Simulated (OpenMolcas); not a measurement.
Computed levels of 3s2 3p2 in ions with 14 electrons, in cm-1 above 3P0.

```json
{
  "Program": "OpenMolcas 26.06",
  "Method": "CASSCF",
  "Basis": "ANO-RCC-VTZP",
  "Scalar Hamiltonian": "DKH2, point nucleus",
  "Spin-orbit coupling": "RASSI with atomic mean-field integrals over the reference wave functions, term energies averaged over their components"
}
```

Active space for each ion: 4 electrons in 4 orbitals (3s 3p).

| Level | Si | P+ | Cl3+ | Ar4+ |
| --- | --- | --- | --- | --- |
| 3P1 | 68.6 | 144 | 451 | 698 |
| 3P2 | 200 | 413 | 1241 | 1878 |
| 1D2 | 8987 | 11725 | 16822 | 19481 |
| 1S0 | 15786 | 21008 | 30793 | 35818 |

Q: Estimate 3P2, 1D2, 1S0 for S2+ from its neighbours P+ and Cl3+.

A: 3P2 is fine structure, which grows about as the fourth power of a screened charge, so the fourth roots are averaged: ((413^0.25 + 1241^0.25) / 2)^4 = 743. The calculation gives 749, so the estimate is off by -0.8 %; the measured value is 833 (NIST levels in Podobedova, Kelleher and Wiese, J. Phys. Chem. Ref. Data 38, 171 (2009)).
1D2 is another term, which grows about linearly with the charge: (11725 + 16822) / 2 = 14274. The calculation gives 14290, so the estimate is off by -0.1 %; the measured value is 11323 (NIST levels in Podobedova, Kelleher and Wiese, J. Phys. Chem. Ref. Data 38, 171 (2009)).
1S0 is another term, which grows about linearly with the charge: (21008 + 30793) / 2 = 25900. The calculation gives 25949, so the estimate is off by -0.2 %; the measured value is 27161 (NIST levels in Podobedova, Kelleher and Wiese, J. Phys. Chem. Ref. Data 38, 171 (2009)).

Terms from blocks run as CI alone lack orbitals of their own. Without dynamic correlation excited terms often stand tens of per cent too high (terms of higher spin than the ground term too low), and those without a measured partner can miss by more than the paired ones (holds for Si; P+). Computed and measured levels are paired by configuration, term and J; levels that our copy of the source lacks, or whose pairing is in doubt (as where it misses far off the trend of its configuration), stay unpaired and out of the deviations. Only configurations of the active space appear.
